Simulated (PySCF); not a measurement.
A GIAO shielding run with PySCF (density fitting, non-relativistic, gas phase) on `C#CC/C=N/[SiH3]`, C$_{4}$H$_{7}$NSi:

```
$ OMP_NUM_THREADS=1 python probes_run.py task.json out

{"job": {"kind": "nmr", "xc": "B97-2", "basis": "pcSseg-1", "pop": false}, "charge": 0, "multiplicity": 1}
C     -2.194219     1.535759     0.689840
C     -1.746026     0.416547     0.593136
C     -1.225730    -0.934913     0.475152
C      0.276582    -1.052576     0.392807
N      1.063470    -0.068328     0.413685
Si     2.808716    -0.165028     0.316636
H     -2.583598     2.532998     0.776174
H     -1.564451    -1.553377     1.327371
H     -1.649318    -1.431803    -0.418073
H      0.618937    -2.110407     0.309372
H      3.381387     0.453214     1.546418
H      3.254665     0.609024    -0.877038
H      3.298915    -1.581735     0.200686
```

Hardware: 1 thread of an Arm Neoverse V1, shared host.

Problem. How large is the calculation?

Solution. 52 electrons, 144 basis functions and 763 auxiliary functions.

Problem. How long does it take, and how much memory does it need?

Solution. 12 s of wall time, with 14 SCF cycles and 5 response iterations; peak memory 0.77 GiB. Times on a shared host scatter by some tens of per cent.

Problem. And these other runs on the same molecule and hardware: GIAO shielding at B3LYP/pcSseg-1; GIAO shielding at B97-D/pcSseg-1; GIAO shielding at BLYP/pcSseg-1; GIAO shielding at BP86/pcSseg-1; GIAO shielding at HF/pcSseg-1; GIAO shielding at KT2/pcSseg-1?

Solution. B3LYP/pcSseg-1: 144 functions, 12 s; B97-D/pcSseg-1: 144 functions, 18 s; BLYP/pcSseg-1: 144 functions, 18 s; BP86/pcSseg-1: 144 functions, 18 s; HF/pcSseg-1: 144 functions, 6 s; KT2/pcSseg-1: 144 functions, 18 s.
